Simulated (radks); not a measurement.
The numbers below are computed, except where a source is named.
Removal energies from the arsenic ion As4+, [Ar] 3d10 4s1, by Delta-SCF beside the eigenvalue of the level emptied. Code: a radial shooting solver on a logarithmic mesh with Libxc functionals. Model: scalar-relativistic Kohn-Sham, BLYP, spin-polarised, spherical densities, finite nucleus; Fermi nuclear charge, rms radius of each element as measured or else 0.836 A^(1/3) + 0.57 fm. Open shells are filled with parallel spins first.

| removed from | final configuration | Delta-SCF (eV) | -eigenvalue (eV) |
|---|---|---|---|
| 4s | [Ar] 3d10 | 64.231 | 57.931 |
| 3d | [Ar] 3d9 4s1 | 103.71 | 90.329 |
| 3p | [Ne] 3s2 3p5 3d10 4s1 | 197.46 | 183.58 |
| 3s | [Ne] 3s1 3p6 3d10 4s1 | 254.25 | 240.15 |
